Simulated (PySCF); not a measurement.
W6 at several levels of theory

Computed with PySCF 2.14.0 (density fitting, no spin-orbit coupling) at the geometry relaxed with PBE:

```xyz
6
W6 (triplet)
W     1.8090   -0.0002    0.0000
W     0.0002    1.7540   -0.0003
W    -1.8090    0.0002    0.0000
W    -0.0002   -1.7540    0.0003
W     0.0000    0.0003    1.8089
W     0.0000   -0.0003   -1.8089
```

```tsv
level	basis	state	HOMO (eV)	gap (eV)	charge on W1 (e)	dipole about the centre of mass (D)	largest force component (eV/Å)
PBE	W def2-SVP with ECP60	triplet	-3.40	0.18	-0.03	0.00	0.02
HF	the same	triplet	-5.13	5.08	-0.01	0.00	1.12
PBE	W def2-TZVP with ECP60	triplet	-3.30	0.17	-0.02	0.01	0.40
```

HOMO and gap are taken over both spins. Charges are Mulliken's, which hang on the basis. The relaxation used the grid (50, 194), these runs (75, 302) or, all-electron (x2c bases, spin-free X2C Hamiltonian), (99, 590).

Q: A further run in the first row's basis gives HOMO (eV) -3.80, gap (eV) 1.26, charge on W1 (e) -0.03, dipole about the centre of mass (D) 0.01, largest force component (eV/Å) 0.05. Which level was it?
A. B3LYP
B. wB97X
C. BP86

A: A. The others give HOMO -5.53 eV (wB97X); -3.51 eV (BP86).

No frequency check is given that shows the relaxed geometry to be a minimum. Open shells may have lower solutions than the one found.

A gap near or under zero over both spins lies within a partly filled shell and is no excitation energy.

Some runs are spin-contaminated.
